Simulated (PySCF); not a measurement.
Species: C₇H₄ClFO (charge +1 and doublet state).
Cartesian coordinates in Å at the GFN2-xTB level; atoms count from 1:
```xyz
14
C7H4ClFO angstrom
O      1.6958   -2.3114    0.2027
C      0.9771   -1.3499    0.0419
C     -0.4390   -1.5488   -0.2726
C     -1.4896   -0.6841   -0.3151
C     -1.5079    0.7069   -0.0816
C     -0.4464    1.5526    0.1625
C      0.9173    1.2476    0.2291
F      1.7029    2.2966    0.4074
C      1.5815    0.0158    0.1644
Cl     3.2588    0.0149    0.2595
H     -0.6464   -2.6006   -0.4471
H     -2.4541   -1.1213   -0.5497
H     -2.4858    1.1733   -0.1185
H     -0.6647    2.6078    0.2948
```

The species is `C1[CH][CH+]C(=O)C(Cl)=C(C=1)F` [radical] (charge +1).

Computed, not measured: UKS B3LYP, pcH-1 on C Cl F H O, non-relativistic, mean-field spin-orbit, GIAO (PySCF 2.14.0). Isolated species at its GFN2-xTB geometry, gas phase. The geometry wasn't refined by DFT: couplings that depend on bond lengths, twists or pyramidal angles can differ widely from those at the functional's own minimum, by a factor of two or more for some ions and for spin on atoms past the first row. Stability of the SCF solution: not tested. ⟨S²⟩ is 0.781 where a pure state has 0.75.

Question: Match the computed a_iso(13C) values -35.1, +26.2, +21.0, -18.7, +16.5, -9.3, -3.7 MHz with the sites C2; C3; C4; C5; C6; C7; C9.

Answer: 
```tsv
site	a_iso (MHz)	ρ(0) (bohr⁻³)	position	distance from O1 (Å)	spin population	largest |T| (MHz)
C2	-35.1	-0.0313	1 bond from O1	1.21	-0.13	18.9
C3	+21.0	+0.0188	a main spin site	2.32	+0.26	38.4
C4	-18.7	-0.0166	1 bond from C3	3.61	-0.12	15.3
C5	+16.5	+0.0147	a main spin site	4.41	+0.20	31.7
C6	-3.7	-0.0032	1 bond from C5	4.42	+0.03	7.1
C7	-9.3	-0.0082	1 bond from C9	3.64	+0.01	4.6
C9	+26.2	+0.0231	a main spin site	2.33	+0.28	51.6
```

Question: Match the computed a_iso(1H) values -17.2, -13.7, +6.3, -3.0 MHz with the sites H11; H12; H13; H14.

Answer: 
```csv
site,a_iso (MHz),ρ(0) (bohr⁻³),position,distance from O1 (Å),bound to,spin population there,largest |T| (MHz)
H11,-17.2,-0.0038,1 bond from C3,2.45,C3,+0.26,9.3
H12,+6.3,+0.0014,"2 bonds from C3, on C4 of spin population -0.12",4.38,C4,-0.12,3.6
H13,-13.7,-0.0031,1 bond from C5,5.45,C5,+0.20,9.4
H14,-3.0,-0.0007,2 bonds from C5,5.46,C6,+0.03,4.5
```

ρ(0) is the spin density at the nucleus and T the dipolar tensor; a_iso includes a spin–orbit part. The largest Mulliken spin populations are on O1 (+0.33), C9 (+0.28), C3 (+0.26) and C5 (+0.20). Main spin sites, with 60 % or more of the largest population: O1, C3, C5, C9; positions count bonds from the nearest.

C4, the radical centre as drawn in `O=C1[CH+][CH]C=CC(F)=C1Cl`, holds a spin population of -0.12 out of 1.
